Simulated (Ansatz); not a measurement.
Reaction (hydrogenolysis of a B–C bond): `CB[SiH2]O` + H₂ → `B[SiH2]O` + CH₄

Calculated with Ansatz (gas phase, PBE0-D4/def2-TZVP geometries, no zero-point term in ΔE). CCSD(T)/CBS adds triple-zeta CCSD(T) − MP2 to the extrapolated MP2 energy (def2 sets, frozen cores). This one scheme is used for every species. DFT in def2-TZVPP. B3LYP here is the variant with VWN-RPA as its local correlation; programs differ in this. HSE06 is defined as in plane-wave codes. One conformer a species, not always the lowest.

| level | ΔE (kJ/mol) | difference from CCSD(T)/CBS |
| --- | --- | --- |
| LDA (SPW92) | -3.0 | 14.1 |
| PBE-D4 | -8.7 | 8.4 |
| revPBE-D4 | -6.7 | 10.4 |
| BLYP-D4 | -13.3 | 3.8 |
| r2SCAN-D4 | -12.1 | 5.0 |
| B97M-V | -17.4 | -0.3 |
| PBE0-D4 | -13.5 | 3.6 |
| HSE06-D4 | -13.5 | 3.6 |
| CAM-B3LYP-D4 | -19.4 | -2.3 |
| ωB97X-V | -18.1 | -1.0 |
| ωB97M-V | -15.7 | 1.4 |
| B2PLYP | -21.9 | -4.8 |
| PBE-QIDH | -17.8 | -0.7 |
| PBE | -13.2 | 3.9 |
| revPBE | -17.3 | -0.2 |
| BLYP | -22.6 | -5.5 |
| r2SCAN | -13.4 | 3.7 |
| PBE0 | -17.5 | -0.4 |
| B3LYP | -24.4 | -7.3 |
| r2SCANh | -14.8 | 2.3 |
| r2SCAN0 | -16.9 | 0.2 |
| HSE06 | -17.4 | -0.3 |
| BHLYP | -29.1 | -12.0 |
| CAM-B3LYP | -23.6 | -6.5 |
| LC-ωPBE | -19.1 | -2.0 |
| RPA@PBE/def2-TZVPP | -21.4 | -4.3 |
| HF/def2-SVP | -42.0 | -24.9 |
| MP2/def2-SVP | -17.7 | -0.6 |
| CCSD/def2-SVP | -25.4 | -8.3 |
| CCSD(T)/def2-SVP | -22.0 | -4.9 |
| HF/def2-TZVPP | -42.2 | -25.1 |
| SCS-MP2/def2-TZVPP | -21.7 | -4.6 |
| CCSD/def2-TZVPP | -23.6 | -6.5 |
| CCSD(T)/def2-TZVPP | -19.3 | -2.2 |
| HF/def2-QZVPP | -42.1 | -25.0 |
| MP2/def2-QZVPP | -14.1 | 3.0 |
| SCS-MP2/def2-QZVPP | -20.5 | -3.4 |
| HF/CBS(def2) | -42.1 | -25.0 |
| MP2/CBS(def2) | -13.1 | 4.0 |
| CCSD/CBS(def2) | -21.4 | -4.3 |
| CCSD(T)/CBS | -17.1 | 0 |

Largest T1 diagnostic among the species: 0.012.

At CCSD(T), def2-SVP lies −4.9 kJ/mol from the extrapolated value and def2-TZVPP −2.2 kJ/mol. From BLYP to BHLYP (50 % exact exchange), in def2-TZVPP and without D4, ΔE moves by −6.4 kJ/mol. In def2-TZVPP, CCSD(T) changes the Hartree–Fock value by +22.8 kJ/mol (the triples alone add +4.3 kJ/mol) and MP2 by +26.8 kJ/mol.
